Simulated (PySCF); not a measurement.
C2H7FSi2. Atoms are numbered in the order given.

```xyz
12

F      1.4154     0.9280     0.0000
Si    -0.0373     1.7076     0.0000
C     -1.3861     0.4164     0.0000
C     -1.2143    -0.9290     0.0000
Si     0.4060    -1.9217     0.0000
H     -0.1058     2.5722    -1.2267
H     -0.1058     2.5722     1.2267
H     -2.4245     0.8083     0.0000
H     -2.1321    -1.5505     0.0000
H      1.2266    -1.6529    -1.2294
H      0.0175    -3.3758     0.0000
H      1.2266    -1.6529     1.2294
```
Charge 0, spin multiplicity 1.

Geometry: PBE-D3(BJ)/def2-SVP. The structure was generated by enumeration; whether it is a known compound was not checked. One conformer was computed; it need not be the lowest.

All values below come from PySCF with PBE-D3(BJ)/def2-SVP.

Frequencies are harmonic and unscaled.

```tsv
mode	ν (cm⁻¹)	IR (km/mol)	moving atoms (share of kinetic energy)
1	25	0.1	H 34 %, F 28 %, Si 25 %, C 13 %
2	114	4.5	F 58 %, Si 32 %
3	158	0.1	H 91 %
4	214	2.7	Si 46 %, F 20 %, C 19 %, H 15 %
5	262	0.0	C 59 %, H 40 %
6	452	16.3	C 42 %, H 25 %, Si 25 %
7	478	1.3	H 94 %
8	587	20.1	C 47 %, Si 29 %, H 23 %
9	642	0.7	H 69 %, C 16 %, Si 14 %
10	651	66.1	H 42 %, C 36 %, Si 21 %
11	680	71.2	H 83 %, Si 9 %
12	715	43.9	H 48 %, C 40 %, Si 12 %
13	725	82.5	H 77 %, C 19 %
14	819	15.5	F 52 %, H 28 %, Si 19 %
15	870	101.1	H 86 %, Si 12 %
16	909	118.8	H 95 %
17	917	234.6	H 77 %, Si 17 %
18	923	44.2	H 97 %
19	936	102.2	H 82 %, Si 13 %
20	990	0.3	H 81 %, C 19 %
21	1123	4.6	H 98 %
22	1283	2.6	H 70 %, C 29 %
23	1586	0.6	C 97 %
24	2164	148.2	H 98 %
25	2174	55.9	H 97 %
26	2174	86.8	H 98 %
27	2176	76.9	H 96 %
28	2181	136.9	H 96 %
29	3019	7.2	H 92 %
30	3044	10.3	H 92 %, C 8 %
```
